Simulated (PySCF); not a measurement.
**Distorted geometries of WO2F2**

WO2F2 (singlet). PySCF 2.14.0, RKS r2SCAN, W def2-SVP with ECP60, O def2-SVP, F def2-SVP; non-relativistic Hamiltonian with scalar-relativistic core potentials where named; density fitting; no spin-orbit coupling. Relaxed geometry:

```xyz
5

W     0.0000    0.0000   -0.0249
O     0.9611    0.9611    1.0033
O    -0.9611   -0.9611    1.0033
F     1.1118   -1.1118   -1.0215
F    -1.1118    1.1118   -1.0215
```

Problem. Order these distorted geometries by energy above the relaxed one, lowest first.
A.
```xyz
5

W    -0.0091    0.0426   -0.0427
O     0.9107    0.9578    0.9876
O    -0.9461   -1.0640    1.0353
F     1.1217   -1.1194   -0.9963
F    -1.0771    1.1830   -1.0453
```
B.
```xyz
5

W    -0.0321    0.0703    0.0107
O     0.9795    0.9626    1.0418
O    -1.0135   -1.0064    0.9451
F     1.0765   -1.1190   -1.0377
F    -1.0104    1.0924   -1.0212
```
C.
```xyz
5

W    -0.1374    0.0347    0.0546
O     0.8012    1.0788    0.9272
O    -0.8804   -1.1173    0.7787
F     1.1603   -1.1541   -0.8760
F    -0.9437    1.1580   -0.9459
```

Solution. A (0.35 eV), B (0.42 eV), C (2.59 eV).

Problem. Which forces (eV/Å) act in the one that lies 2.59 eV up?

Solution. 
```
W   12.41  0.65 -8.82
O    2.18  2.17  4.24
O   -7.91 -9.66  8.46
F   -1.72  1.99  0.90
F   -4.96  4.85 -4.78
```
Forces carry noise of the integration grid, about 0.01 to 0.03 eV/Å.

No frequency check is given that shows the relaxed geometry to be a minimum.
